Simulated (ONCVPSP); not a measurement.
**What one change does to a pseudopotential (cadmium, ONCV)**

```json
{
  "Element": "Cd",
  "Generator": "ONCVPSP 4.0.1",
  "Type": "optimised norm-conserving Vanderbilt (ONCV)",
  "Functional": "PBEsol",
  "Relativity": "scalar-relativistic",
  "Frozen core": "[Ar] 3d10",
  "Valence charge": "20",
  "Reference configuration": "4s2 4p6 4d10 5s2",
  "Partial waves": "4s+5s: rc 1.45 bohr, ncon 4, nbas 8, qcut 8.4 1/bohr, 2 projectors; 4p: rc 1.25 bohr, ncon 4, nbas 8, qcut 9.2 1/bohr, 2 projectors, debl 1.3 Ha; 4d: rc 1.35 bohr, ncon 4, nbas 9, qcut 10.9 1/bohr, 2 projectors, debl 1.3 Ha",
  "Local potential": "polynomial inside 1.10 bohr (lpopt 5, dvloc0 4 Ha)",
  "Core correction": "polynomial model core, fcfact 0.25"
}
```

In the p channel the program set the typed energies aside and used -2.458, 0.250 Ha.

Change: p: rc 1.08; local potential polynomial inside 1.08 bohr (lpopt 5, dvloc0 4 Ha).

Cutoffs: the cutoffs (Ha) at which the residual kinetic energy of the hardest occupied pseudo-wave falls to 1 and 0.1 mHa per electron; they do not see the model core or the augmentation charge, which bear on the density cutoff. Errors are all-electron minus pseudo energies relative to the spin-unpolarised reference configuration.

Question: Predict the effect on cutoff, ghosts and configuration errors.

Answer: The potential gets harder (38 Ha and 45 Ha → 42 Ha and 155 Ha); of the 4 tests that both files solve, the error grows in 0 and shrinks in 1 by more than 15 % and 0.3 meV (median size 9.0 → 9.4 meV); neither file shows a bound ghost. A smaller radius makes the pseudo-wave follow the all-electron one further in, where it bends more sharply, so more plane waves are needed.

```tsv
quantity	base	changed
cutoff, loose	38 Ha	42 Ha
cutoff, tight	45 Ha	155 Ha
loose cutoff by channel	s 26 Ha, p 32 Ha, d 38 Ha	s 26 Ha, p 42 Ha, d 38 Ha
bound ghosts	none	none
GHOST(+) flags under 300 eV	none	none
error for 4s2 4p6 4d10 5s1, meV [ΔE 9.31 eV]	-1.9	-1.9
error for 4s2 4p6 4d10 5s0, meV [ΔE 26.41 eV]	-7.0	-7.0
error for 4s2 4p6 4d9 5s0, meV [ΔE 64.40 eV]	-11	-12
error for 4s2 4p5 4d10 5s2, meV [ΔE 74.13 eV]	-61	-45
s: phases at 1.47 bohr within 0.05 rad from the reference energy up to (Ha; the scan ends near 5)	to the end of the scan	to the end of the scan
d: phases at 1.37 bohr within 0.05 rad from the reference energy up to (Ha; the scan ends near 5)	to the end of the scan	to the end of the scan
rms error of d²Exc/dni dnj with the model core, mHa	1.21	1.23
```
